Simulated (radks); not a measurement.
Results of a calculation; reference values are marked as such.
Ionisation of Se, [Ar] 3d10 4s2 4p4, to Se+, [Ar] 3d10 4s2 4p3, under several functionals. Scalar-relativistic Kohn-Sham, spin-unpolarised, spherical densities, finite nucleus; a radial shooting solver on a logarithmic mesh with Libxc functionals.

| functional | E(Se) (hartree) | Exc (hartree) | IE (eV) | -e(HOMO) (eV) | <r> HOMO (bohr) | IE error (eV) |
|---|---|---|---|---|---|---|
| revPBE | -2430.11470 | -87.97475 | 10.806 | 6.472 | 2.301 | +1.053 |
| exchange-only PBE | -2428.31734 | -86.13198 | 9.943 | 5.675 | 2.345 | +0.191 |
| PBE | -2429.94588 | -87.80092 | 10.845 | 6.512 | 2.302 | +1.093 |
| RPBE | -2430.17963 | -88.04009 | 10.810 | 6.481 | 2.305 | +1.058 |
| r2SCAN | -2430.35205 | -88.16503 | 11.082 | 6.747 | 2.284 | +1.330 |
| B86b exchange with PBE correlation | -2430.37232 | -88.23454 | 10.864 | 6.527 | 2.301 | +1.112 |
| BP86 | -2430.59755 | -88.46156 | 10.964 | 6.626 | 2.298 | +1.212 |

NIST Atomic Spectra Database: 9.752 eV (measured). Closest: exchange-only PBE. The Delta-SCF values span 1.14 eV, the total energies 2.28 hartree. The highest occupied level is 4p. Spin polarisation and multiplet splitting are left out, so open shells lie too high by an amount that depends on their filling.

Beside tabulated values, note that spin-unpolarised runs miss the spin-polarisation part of the exchange energy of open shells.
